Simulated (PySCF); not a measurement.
A structure optimised at B3LYP-D3(BJ)/def2-SVP, used in a PySCF frequency run:

```xyz
8

O      0.0000     0.0000    -1.5522
S      0.0000     0.0000    -0.1226
O     -0.9606    -1.0085     0.5801
O     -0.3932     1.3361     0.5801
O      1.3537    -0.3276     0.5801
H     -1.8438    -1.0802     0.1524
H     -0.0136     2.1369     0.1524
H      1.8574    -1.0566     0.1524
```
Charge +1, spin multiplicity 1.

Write its SMILES, formula and point group.

O=S(O)(O)=[OH+], H₃O₄S, C3

What are its rotational constants (standard atomic weights)?

4.7269, 4.6491, 4.6491 GHz
